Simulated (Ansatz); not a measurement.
The cluster Mg4O4⁻, relaxed as a doublet with UKS PBE0-D4/def2-SVPD in Ansatz, starting from the GFN1-xTB geometry. Force threshold 0.02 eV/Å.

The relaxation made no stability test and no search for a lower SCF solution. The structure comes from a short search, and lower isomers may exist.

Start:

```xyz
8

Mg   -1.089   -0.517    0.503
Mg   -0.490    2.118   -0.863
Mg    0.527   -2.589    1.031
Mg    1.775    0.622   -0.677
O    -1.734    1.109   -0.102
O    -1.310   -2.168    1.288
O     1.063   -0.838    0.159
O     1.258    2.263   -1.338
```

```csv
step,energy (eV),largest force component (eV/Å),SCF passes
1,-29940.6821,0.775,24
2,-29940.7774,0.443,24
3,-29940.8309,0.115,28
4,-29940.8370,0.134,24
5,-29940.8414,0.073,25
6,-29940.8460,0.097,29
7,-29940.8486,0.053,24
8,-29940.8757,0.302,28
9,-29940.9534,0.388,29
10,-29940.9891,0.739,29
11,-29941.0361,0.097,24
12,-29941.0377,0.021,23
13,-29941.0378,0.003,16
```

Force components are those of the run's own axes.

End:

```xyz
8

Mg   -1.489   -0.553    0.595
Mg   -0.255    1.546   -0.648
Mg    0.671   -2.042    0.778
Mg    2.133    0.445   -0.693
O    -1.980    1.128   -0.060
O    -1.092   -2.279    1.293
O     0.548   -0.313    0.015
O     1.463    2.068   -1.280
```

Bonds formed: Mg2–O7 (atoms count from 1). Metal–metal contacts that move far: Mg3–Mg4 3.84 to 3.24 Å.

No frequencies were taken in this run, so the end may be a saddle point.

Hardware: 4 threads of Arm Neoverse V2 on a shared host. Wall time 1.7 min, peak host memory 0.8 GiB.
